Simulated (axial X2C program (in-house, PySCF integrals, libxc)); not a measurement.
**GeI at several levels of theory**

All values were computed with an in-house all-electron X2C program for linear molecules (integrals from PySCF). Spin-free means the one-electron spin-free X2C Hamiltonian; two-component (2c) means X2C with spin–orbit coupling and atomic mean-field two-electron Coulomb and Gaunt terms, so the difference of the two also holds small scalar two-electron terms. Basis: I dyall-cv3z [11s12p8d4f1g], Ge dyall-cv3z [9s9p7d4f1g] (cores contracted in-house); Gaussian nuclei, density fitting, unrestricted open shells. Masses: I 126.904 u, Ge 73.921 u.

The run was started with this input:
```json
{"zs": [53, 32], "q": 0, "bas": ["dyall-cv3z", "dyall-cv3z"], "levels": ["PBE0", "HF", "LDA"], "cc": true, "r0": 2.54, "thr": -1.0, "nmax": 90, "npts": 10, "nst": 2, "ntry": 6}
```
```bash
python so2c.py task.json out
```

Keys: zs atomic numbers; q charge; bas basis sets; levels methods; cc coupled cluster on or off; r0 starting distance in Å; thr threshold in hartree for freezing inner shells (an s shell follows its p shell); nmax most natural virtual spinors; npts points on the curve; nst determinants followed; ntry starts of the search. HF also brings MP2.

State, spin-free: M_S = 1/2, Λ = 1 (beyond evenly filled blocks: π+α); electrons by block: σα: 18, σβ: 18, π+α: 10, π+β: 9, π-α: 9, π-β: 9, δ+α: 3, δ+β: 3, δ-α: 3, δ-β: 3. Fragments: I + Ge.

State, 2c: Ω = 1/2 (⟨Sz⟩ = -0.50, ⟨Lz⟩ = 1.00 at PBE0); electrons by block: 1/2: 28, -1/2: 27, 3/2: 12, -3/2: 12, 5/2: 3, -5/2: 3. Fragments: I + Ge.

```tsv
Hamiltonian	level	Re (Å)	ωe (cm⁻¹)	ωexe (cm⁻¹)	Be (cm⁻¹)	αe (cm⁻¹)	De (eV)	D0 (eV)	k (mdyn/Å)	μ (D)
spin-free	PBE0	2.526	242.1	0.51	0.05657	0.000174	3.13	3.12	1.61	1.35
spin-free	HF	2.567	231.7	0.481	0.05475	0.000169	1.76	1.74	1.48	2.14
spin-free	MP2	2.537	243.7	0.503	0.05608	0.000169	2.96	2.94	1.63	n/a
spin-free	CCSD	2.546	239.9	0.512	0.05567	0.000171	2.78	2.76	1.58	n/a
spin-free	CCSD(T)	2.547	239.5	0.521	0.05562	0.000171	2.91	2.89	1.58	n/a
spin-free	LDA	2.498	247.3	0.532	0.05783	0.000179	3.88	3.86	1.68	0.94
2c	PBE0	2.527	241.2	0.519	0.05649	0.000176	n/a	n/a	1.6	1.25
2c	HF	2.568	231.4	0.489	0.05473	0.00017	n/a	n/a	1.47	2.05
2c	MP2	2.537	243.5	0.509	0.05605	0.00017	n/a	n/a	1.63	n/a
2c	CCSD	2.547	239.6	0.519	0.05564	0.000172	n/a	n/a	1.58	n/a
2c	CCSD(T)	2.548	239.1	0.527	0.05558	0.000172	n/a	n/a	1.57	n/a
2c	LDA	2.501	246.0	0.543	0.05772	0.000181	n/a	n/a	1.67	0.84
```

Correlated methods: 11 electrons correlated (number of frozen shells: I 4 s, 3 p, 2 d; Ge 3 s, 2 p, 1 d), 283 virtual spin orbitals or spinors in MP2, 90 natural virtuals in coupled cluster.

Dipoles are positive if Ge is the positive end.

The state is one determinant whose occupation by symmetry is held fixed; it was picked as the lowest of a PBE0 search that is not exhaustive. De is counted from the lowest determinant-based energies of the atoms at the same level, without counterpoise correction. De is not given where an atomic determinant may have missed its ground term or J level, or where the truncated virtual space spoils (T). Density functionals use the spin component along the axis (collinear). CCSD and (T) use frozen natural virtuals with an MP2 correction for the truncation; (T) itself is uncorrected, so its De runs slightly low. Without a current term, density functionals place determinants with orbital angular momentum somewhat too high. With the outer-core shells frozen, correlated bond lengths of heavy atoms tend to come out a few hundredths of an ångström too long.

Rough cost a point (2c) on 1 thread(s) of a shared host, integrals apart: PBE0 1.7 s, HF 1.5 s, CCSD(T) 6 s, LDA 0.5 s.

The whole task took 3.2 min on 1 thread of Arm Neoverse V1, with other jobs on the host.
